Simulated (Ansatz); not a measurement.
`BO[SiH](O)F` + H–F → `O[SiH](F)F` + `BO` at 500 K and 1 bar (ligand exchange at the Si–O bond).

Computed with Ansatz on PBE0-D4/def2-TZVP structures; ΔE is electronic, products minus reactants. CCSD(T)/CBS is the MP2 limit (def2-TZVPP, def2-QZVPP) plus CCSD(T) − MP2 in def2-TZVPP, frozen cores. This one scheme is used for every species. One conformer a species, not always the lowest.

```csv
species,CCSD(T)/CBS energy (Eh),H − E (kJ/mol),S (J/(mol·K))
`BO[SiH](O)F`,-566.62596,182.3,409.6
H–F,-100.39570,39.4,188.7
`O[SiH](F)F`,-565.23707,109.1,341.1
`BO`,-101.80414,113.6,256.0
```

H − E and S are ideal-gas, rigid-rotor, harmonic terms from PBE0-D4/def2-TZVP, for one conformer and one mirror image of each species. 1 Eh = 2625.50 kJ/mol, R = 8.31446 J/(mol·K).

Problem. By hand: ΔE, ΔH, ΔS and ΔG.

Solution. ΔE = (-565.23707) + (-101.80414) − (-566.62596) − (-100.39570) = -0.01955 Eh = -51.3 kJ/mol. Δ(H − E) = 109.1 + 113.6 − 182.3 − 39.4 = 1.0, so ΔH = -50.3 kJ/mol. ΔS = 341.1 + 256.0 − 409.6 − 188.7 = -1.2 J/(mol·K). ΔG = -50.3 − 500 × (-1.2)/1000 = -49.7 kJ/mol.

Problem. By hand: the equilibrium constant, and the temperature at which ΔG would vanish if ΔH and ΔS stayed fixed.

Solution. log₁₀ K = −ΔG/(RT ln 10) = 5.2. ΔG = 0 at ΔH/ΔS = 41917 K, far beyond where these terms or the molecules hold.

The number of gas molecules stays the same, so ΔS is small and ΔH decides. A doubt of 5 kJ/mol in ΔE shifts log₁₀ K by 0.5 here. Other conformers and mirror images would add mixing entropy, several J/(mol·K) or more a flexible species. Modes under 60 cm⁻¹, often nearly free rotors, make the harmonic entropy too high. These are equilibria of isolated gas molecules and say nothing of rates. Largest T1 diagnostic: 0.014 (customary marks: 0.02 for closed shells, 0.045 for open ones).
